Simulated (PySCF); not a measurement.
# How methods differ on the excitation energy of Rb

Rb [Kr] 5s1 (2S) → Rb [Kr] 4d1 (2D), as a difference of total energies. Calculation: PySCF 2.14, in aug-cc-pwCVTZ-X2C (10s9p7d3f, 93 functions); the spin-free X2C one-electron Hamiltonian (Gaussian nucleus). Correlated levels: valence and next inner shell: [Ar] 3d10 frozen. The calculations carry no spin-orbit coupling.

Problem. Order these methods by the excitation energy they give, lowest first.
A. B3LYP
B. r2SCAN
C. PBE
D. LDA

Solution. C (16387 cm⁻¹), B (16661 cm⁻¹), A (17029 cm⁻¹), D (17702 cm⁻¹).

Errors of the correlated levels include the incompleteness of this basis and the frozen core.

For comparison: 19355 cm⁻¹ (measured; NIST levels, between the centres of gravity of the two terms).
